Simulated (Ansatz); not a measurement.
Molecule: C₅H₇Si, charge -1, multiplicity 1. It need not be the lowest isomer of its formula. Whether it binds its extra electron was not tested at this geometry. 
Coordinates optimised at B3LYP-D3(BJ)/def2-TZVP (Ansatz, a first-principles code):
```
C
C 1 1.3566
H 2 1.0852 1 126.06
C 1 1.4817 2 108.34 3 180.00
C 4 1.3695 1 113.86 2 0.00
H 4 1.0898 5 125.37 1 180.00
C 2 1.5117 3 126.69 1 180.00
H 7 1.0999 2 111.53 3 -58.58
H 7 1.0999 8 105.10 2 -120.99
Si 1 1.8400 2 124.12 3 0.00
H 10 1.4939 1 113.21 2 0.00
H 10 1.4954 11 105.87 1 -124.80
H 10 1.4954 11 105.87 12 -110.40
```
Charge -1, spin multiplicity 1.

Basis-set convergence of Hartree-Fock and CCSD(T) correlation energies (hartree) with Ansatz. Cores are frozen in the correlated levels unless marked. Spin-orbit coupling is left out. Non-relativistic. This anion needs diffuse functions, which these sets lack.

The Hartree-Fock reference is unstable (checked in the largest basis), which strains HF and MP2. 

| basis | functions | E(HF) | E(corr, CCSD(T)) |
|---|---|---|---|
| cc-pV(D+d)Z | 128 | -482.24629 | -0.86377 |
| cc-pV(T+d)Z | 287 | -482.31119 | -1.03418 |
| cc-pV(Q+d)Z | 549 | (withheld) | (withheld) |

### Question
Complete the blanks.

### Answer

- cc-pV(Q+d)Z, E(HF): -482.32958
- cc-pV(Q+d)Z, E(corr, CCSD(T)): -1.08735
